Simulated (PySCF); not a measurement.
**Two-component Hartree-Fock for Pm⁴⁷⁺ (promethium, charge +47)**

Start: [Ne] 3s2 3p2; 3p1/2 filled at m_j = -1/2, +1/2. Calculated with PySCF 2.14 in an uncontracted even-tempered set (18 s from 12 bohr⁻², ratio 2.4; 14 p from 15 bohr⁻², ratio 2.4; 4 d from 52 bohr⁻², ratio 2.6; 4 f from 78 bohr⁻², ratio 2.6): generalised Hartree-Fock with the X2C-1e Hamiltonian and a Gaussian nucleus; one run each with spin-orbit coupling (SO) switched off, then screened by Boettger's factors.

```json
{"spinor shell": "1s1/2", "electrons": "2", "ε, spin-free (eV)": "-48630.5", "ε, screened SO (eV)": "-48615.6", "weight of nominal j (screened SO)": "1.000", "rms radius, screened SO (bohr)": "0.0264"}
{"spinor shell": "2s1/2", "electrons": "2", "ε, spin-free (eV)": "-10550.8", "ε, screened SO (eV)": "-10543.8", "weight of nominal j (screened SO)": "1.000", "rms radius, screened SO (bohr)": "0.105"}
{"spinor shell": "2p1/2", "electrons": "2", "ε, spin-free (eV)": "-9764.8", "ε, screened SO (eV)": "-10172.2", "weight of nominal j (screened SO)": "1.000", "rms radius, screened SO (bohr)": "0.0900"}
{"spinor shell": "2p3/2", "electrons": "4", "ε, spin-free (eV)": "-9764.8", "ε, screened SO (eV)": "-9580.1", "weight of nominal j (screened SO)": "1.000", "rms radius, screened SO (bohr)": "0.0959"}
{"spinor shell": "3s1/2", "electrons": "2", "ε, spin-free (eV)": "-4187.7", "ε, screened SO (eV)": "-4184.7", "weight of nominal j (screened SO)": "1.000", "rms radius, screened SO (bohr)": "0.253"}
{"spinor shell": "3p1/2", "electrons": "2", "ε, spin-free (eV)": "-3970.0", "ε, screened SO (eV)": "-4060.2", "weight of nominal j (screened SO)": "1.000", "rms radius, screened SO (bohr)": "0.241"}
```

```
   quantity    spin-free  screened SO
E (hartree)  -7861.05881  -7872.51515
        M_J            0            0
       ⟨J²⟩        2.001        0.000
       ⟨L²⟩        2.000        1.342
       ⟨S²⟩        2.000        1.342
```

Breit and QED terms are absent; they matter most for the inner s and p1/2 levels.

Densities and radii are taken from the X2C orbitals without a picture-change correction, which distorts them close to the nucleus.

Without spin-orbit coupling the j labels of p, d and f shells carry no meaning; the spin-free column gives the mean over the occupied spinors of each nl shell.
